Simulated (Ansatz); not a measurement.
Ansatz (a program for electronic structure) input (HF/3-21G): The .json file is the Basis Set Exchange's 3-21G.

Ansatz 0.2 input:
```yaml
crystal:
  periodic: [false, false, false]
  atoms:
    - {symbol: C, position_ang: [-0.60772676, 0.04813825, 0.01529734]}
    - {symbol: F, position_ang: [0.64993610, -0.05148167, -0.01635981]}
    - {symbol: H, position_ang: [-1.17678257, -0.86246901, 0.02683025]}
    - {symbol: H, position_ang: [-1.02628183, 1.03697452, 0.02862399]}
basis:
  gaussian:
    orbitals: 3-21G.json
hamiltonian:
  xc: {name: HF}
total_charge: 1
phonons: {temperatures: {t_min: 298.15, t_max: 298.15, t_step: 100}}
```

Question: Which harmonic wavenumbers does it give?

Answer: 1301, 1404, 1479, 1683, 3279, 3448 cm⁻¹ (unscaled; negative means imaginary).
